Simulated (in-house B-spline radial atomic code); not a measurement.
The numbers below are computed, except where a source is named.
## Correlation energy from the adiabatic connection: ω²r²/2 − Z/r, ω = 0.0471, Z = 3

Two electrons in a singlet, external potential ω²r²/2 − Z/r, ω = 0.0471, Z = 3 (atomic units). Full CI in B-splines (partial waves to l = 8, correlation up to 0.6 % small) with the density held fixed gives W(λ) = <V_ee>_λ − U, and E_c is the integral of W(λ) − W(0) from 0 to 1.

```tsv
λ	W(λ) − W(0) (hartree)
0	0.00000
0.02	-0.00189
0.05	-0.00471
0.12	-0.01119
0.25	-0.02289
0.4	-0.03590
0.6	-0.05246
0.8	-0.06818
1	-0.08313
```

**Question.** Integrate the table by the trapezoid rule.

**Answer.** The strips give -0.00002, -0.00010, -0.00056, -0.00222, -0.00441, -0.00884, -0.01206, -0.01513, which sum to -0.04333 hartree. The direct value, W(1) − W(0) + T_c with T_c = 0.03975, is -0.04338; the curve is convex, so chords lie above it and the trapezoids fall short in size by 0.12 %.

**Question.** Now use only three numbers: W(0) = -1.6513, the initial slope W'(0) = -0.0948 (extrapolated from the first points) and the strong-coupling limit of the point-charge-plus-continuum model, W∞ = -2.3501. What do second-order theory and the interpolation W(λ) = W∞ + (W(0) − W∞)/√(1 + 2χλ) of Seidl, Perdew and Levy give?

**Answer.** Second order keeps the slope alone: E_c = W'(0)/2 = -0.04740, +9 % in size against -0.04338. Matching the slope fixes χ = W'(0)/(W∞ − W(0)) = -0.0948/(-0.69880) = 0.13566. Integrating, with s = √(1 + 2χ) = 1.127529, E_c = −(W(0) − W∞)(s − 1)/(s + 1) = −0.69880 × 0.127529/2.127529 = -0.04189 hartree, -3.4 % in size against the full result. At λ = 1 the formula gives W − W(0) = -0.07904 against -0.08313. Part of the miss can come from the model's W∞.
